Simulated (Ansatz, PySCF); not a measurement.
Process, species as SMILES: COC(C)C + H+ -> C[OH+]C(C)C
Each molecule is optimised on its own at B3LYP-D3(BJ)/def2-TZVP (Ansatz, an electronic-structure program), one conformer each, not searched for the lowest.
Geometry of the first species:
SMILES: CC(OC)C
```xyz
15

C     -0.1469     1.5674     0.1858
C     -0.4585     0.0755     0.2483
C     -1.7711    -0.2620    -0.4354
O      0.5451    -0.7063    -0.3968
C      1.7693    -0.7879     0.2970
H      0.7860     1.8099     0.6955
H     -0.9432     2.1408     0.6641
H     -0.0656     1.8890    -0.8545
H     -0.5108    -0.2339     1.3034
H     -1.7280     0.0185    -1.4896
H     -1.9690    -1.3321    -0.3733
H     -2.5977     0.2754     0.0320
H      2.3021     0.1694     0.3228
H      2.3875    -1.5139    -0.2296
H      1.6207    -1.1310     1.3296
```

Wanted: proton affinity (enthalpy at 298 K, with B3LYP-D3(BJ) rigid-rotor harmonic-oscillator terms from PySCF), positive where the reaction releases energy, in kcal/mol. Correlated levels leave the core frozen unless marked. Spin-orbit coupling is left out. No relativistic terms. CBS marks a two-point X^-3 extrapolation of the correlation energy; Hartree-Fock from the larger set. The bracket is a focal-point correction in the basis named.

```
level                                                     program  proton affinity (kcal/mol)
-------------------------------------------------  --------------  --------------------------
HF/6-31G*                                                  Ansatz                       200.0
HF/cc-pwCVTZ                                               Ansatz                       203.5
BLYP/def2-TZVPD                                            Ansatz                       197.1
B97M-V/def2-TZVPD                                          Ansatz                       196.9
B3LYP-D3(BJ)/def2-TZVPD                            Ansatz + dftd3                       198.8
PBE0/STO-3G                                                Ansatz                       244.4
PBE0-D3(BJ)/def2-TZVPD                             Ansatz + dftd3                       197.8
HSE06-D3(BJ)/def2-TZVPD                            Ansatz + dftd3                       197.6
MP2/6-31G*                                                 Ansatz                       196.0
MP2/cc-pVQZ                                                Ansatz                       196.1
RI-MP2/cc-pVTZ                                             Ansatz                       197.3
SCS-MP2/cc-pVDZ                                            Ansatz                       200.8
CCSD/STO-3G                                                Ansatz                       254.6
RI-MP2/CBS(cc-pVTZ,cc-pVQZ)+[CCSD(T)-MP2]/cc-pVDZ          Ansatz                       197.4
CCSD(T)/CBS(cc-pVTZ,cc-pVQZ)                               Ansatz                       197.4
```
